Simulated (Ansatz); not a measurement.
Start from `[NH2][In]([F])[Br]` and change one atom or group to get `[OH][In]([F])[Br]`.

Ansatz, PBE0-D4/def2-TZVP geometries, multiplicity 1. Each molecule was computed in one conformer, which needn't be the lowest.

Elements past krypton have def2 core potentials. Scalar relativity is left out up to krypton.

```json
{"property": "LUMO energy (PBE0/def2-TZVPP) / eV", "`[NH2][In]([F])[Br]`": "-2.19"}
{"property": "HOMO–LUMO gap (PBE0/def2-TZVPP) / eV", "`[NH2][In]([F])[Br]`": "5.95"}
{"property": "HOMO energy (PBE0/def2-TZVPP) / eV", "`[NH2][In]([F])[Br]`": "-8.14"}
{"property": "HOMO–LUMO gap (B3LYP/def2-TZVPP) / eV", "`[NH2][In]([F])[Br]`": "5.37"}
{"property": "size of the dipole moment (ωB97M-V/def2-TZVPP) / D", "`[NH2][In]([F])[Br]`": "3.14"}
{"property": "LUMO energy (PBE/def2-TZVPP) / eV", "`[NH2][In]([F])[Br]`": "-3.06"}
```

(1) What does the change do to each property? (Best estimate.)

## Answers

(1) The calculation gave: 
| property | `[OH][In]([F])[Br]` | shift |
| --- | --- | --- |
| LUMO energy (PBE0/def2-TZVPP) / eV | -2.71 | -0.52 |
| HOMO–LUMO gap (PBE0/def2-TZVPP) / eV | 6.23 | 0.28 |
| HOMO energy (PBE0/def2-TZVPP) / eV | -8.94 | -0.80 |
| HOMO–LUMO gap (B3LYP/def2-TZVPP) / eV | 5.61 | 0.24 |
| size of the dipole moment (ωB97M-V/def2-TZVPP) / D | 2.50 | -0.64 |
| LUMO energy (PBE/def2-TZVPP) / eV | -3.60 | -0.54 |

With PBE0 the HOMO falls by 0.80 eV and the LUMO falls by 0.52 eV, so the gap widens by about 0.28 eV. PBE moves the HOMO by -0.85 eV and ωB97M-V by -0.72 eV. The zero-point energy changes by -31.5 kJ/mol with -3 modes. Dipoles are sizes alone; their direction can turn.

B3LYP here is the variant with VWN-RPA as its local correlation; programs differ in this.

Spin–orbit coupling is left out; it splits and shifts lone-pair levels of the heavy atoms by tenths of an eV.
